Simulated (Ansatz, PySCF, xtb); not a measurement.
Potential energy curve for H3FSi, SMILES F[SiH3]. The Si1–F5 bond (Si1 also carries H, H, H; F5 carries nothing else) is pulled apart rigidly from the PBE0/def2-TZVP optimised geometry.

- UKS-B3LYP/6-31G* = unrestricted B3LYP/6-31G*, spherical d (PySCF 2.14.0)
- GFN1-xTB (xtb)
- RMP2/3-21G = restricted MP2 (frozen core)/3-21G (PySCF 2.14.0)
- UCCSD(T) = Ansatz (a quantum-chemistry and plane-wave program) with CCSD(T) on UHF/cc-pVTZ, frozen core

Energies relative to the lowest point of each curve near equilibrium, in kJ/mol; the last columns give the difference from UCCSD(T):

```tsv
R / Å	UKS-B3LYP/6-31G*	GFN1-xTB	RMP2/3-21G	UCCSD(T)	UKS-B3LYP/6-31G* − UCCSD(T)	GFN1-xTB − UCCSD(T)	RMP2/3-21G − UCCSD(T)
1.28	368.7	290.0	494.0	348.0	20.7	-57.9	146.0
1.35	198.1	137.4	283.4	183.4	14.8	-46.0	100.0
1.43	81.8	46.1	132.1	73.3	8.5	-27.2	58.8
1.53	14.0	3.6	34.0	11.4	2.6	-7.8	22.7
1.58	1.9	0.0	11.2	1.2	0.6	-1.2	10.0
1.60	0.0	0.8	5.7	0.0	0.0	0.8	5.7
1.64	0.5	5.3	0.0	1.5	-1.0	3.8	-1.5
1.70	9.6	17.8	2.1	11.7	-2.1	6.2	-9.6
1.75	23.0	32.2	11.3	25.6	-2.6	6.6	-14.3
1.85	60.3	67.9	43.7	63.3	-3.0	4.5	-19.7
2.00	129.3	131.4	111.3	132.6	-3.4	-1.3	-21.3
2.17	211.4	209.6	196.2	215.5	-4.1	-6.0	-19.4
2.44	331.4	332.1	321.5	339.7	-8.3	-7.5	-18.2
2.67	417.0	424.6	410.4	435.3	-18.3	-10.7	-25.0
2.83	461.9	479.9	462.4	488.5	-26.7	-8.7	-26.2
3.22	528.2	581.1	557.4	575.9	-47.8	5.2	-18.5
3.51	555.9	629.0	599.7	600.9	-45.0	28.0	-1.2
3.88	577.3	665.7	621.0	610.9	-33.6	54.7	10.1
4.31	591.1	687.0	608.6	614.1	-23.0	72.9	-5.5
4.72	598.2	696.6	571.4	615.1	-16.9	81.5	-43.7
5.58	604.4	—	454.3	615.6	-11.2	—	-161.3
```

UKS-B3LYP/6-31G* is furthest from UCCSD(T) at 3.22 (-47.8 kJ/mol, below); its mean absolute difference over the points is 14.0 kJ/mol.

GFN1-xTB is furthest from UCCSD(T) at 4.72 (81.5 kJ/mol, above); its mean absolute difference over the points is 21.9 kJ/mol.

RMP2/3-21G is furthest from UCCSD(T) at 5.58 (-161.3 kJ/mol, below); its mean absolute difference over the points is 35.2 kJ/mol.

A dash means that the run gave no value there, or that the column was ended at a point which the program doubted or which failed a test of continuity chosen for this set; such a test can also cut sound points.

The unrestricted determinant behind UKS-B3LYP/6-31G* is spin-contaminated at 2.67 to 5.58 Å (<S²> up to 0.9, against 0.00 for a pure singlet). The restricted form behind RMP2/3-21G keeps the bonding electrons paired and can't separate into open-shell fragments. The unrestricted determinant behind UCCSD(T) is spin-contaminated at 2.44 to 5.58 Å (<S²> up to 1.0, against 0.00 for a pure singlet).
